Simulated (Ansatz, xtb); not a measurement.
AlCl2H2Si+: where a starting geometry ends

The starting geometry of this gas-phase singlet has its atoms placed at random.

```yaml
atoms:
  - { symbol: Al, position_ang: [0.2484, 0.7324, -1.7611] }
  - { symbol: Cl, position_ang: [0.3867, 0.4420, 1.6786] }
  - { symbol: Cl, position_ang: [-0.0676, -1.3033, 1.4011] }
  - { symbol: Si, position_ang: [-1.9489, 0.6415, -0.1697] }
  - { symbol: H, position_ang: [1.2925, -0.5222, 1.1823] }
  - { symbol: H, position_ang: [-0.0943, -2.0198, 0.1403] }
```

Guess where an optimisation with r2SCAN-D4/def2-SVP ends from this start.

It ends as a structure with Cl2 bridging H5 and Si4, Cl3 bridging Si4 and Al1, given below by its coordinates. Distances that change by over a tenth: Cl2–Si4 (2.99 → 2.57 Å). Contacts that open: Cl2–Cl3 (1.82 → 3.63 Å), Cl3–H5 (1.58 → 4.14 Å), Cl3–H6 (1.45 → 3.30 Å). Contacts that close: Al1–Cl3 (3.77 → 2.28 Å), Al1–Si4 (2.71 → 2.47 Å), Al1–H6 (3.36 → 1.57 Å), Cl3–Si4 (3.13 → 2.38 Å).

The energy falls by 13.37 eV over 40 steps:

```json
{"step": "1", "E − E(last) (eV)": "13.373"}
{"step": "5", "E − E(last) (eV)": "3.201"}
{"step": "10", "E − E(last) (eV)": "2.711"}
{"step": "14", "E − E(last) (eV)": "2.656"}
{"step": "18", "E − E(last) (eV)": "2.516"}
{"step": "23", "E − E(last) (eV)": "2.215"}
{"step": "27", "E − E(last) (eV)": "0.508"}
{"step": "31", "E − E(last) (eV)": "0.087"}
{"step": "36", "E − E(last) (eV)": "0.001"}
{"step": "40", "E − E(last) (eV)": "0.000"}
```

Final geometry (Å):

| atom | x (Å) | y (Å) | z (Å) |
| --- | --- | --- | --- |
| Al | -0.3252 | -0.9168 | -1.1283 |
| Cl | 1.2403 | 0.8912 | 1.5443 |
| Cl | -1.0476 | -1.8346 | 0.8351 |
| Si | -1.1598 | 0.5345 | 0.6909 |
| H | 0.9784 | 1.2092 | 2.7799 |
| H | 0.1307 | -1.9130 | -2.2503 |

From the same start GFN2-xTB ends elsewhere, differing in Al1–Cl2 (2.24 against 3.59 Å here), Al1–H6 (3.63 against 1.57 Å here), Cl2–Si4 (4.58 against 2.57 Å here), Cl3–Si4 (3.47 against 2.38 Å here), Cl3–H6 (1.28 against 3.30 Å here).

From so rough a start the end depends on the optimiser's path, so another program may land elsewhere. The end wasn't checked by frequencies. Run with Ansatz 0.2.0, 84 s on 2 threads of Arm Neoverse V2, with other jobs on the host.
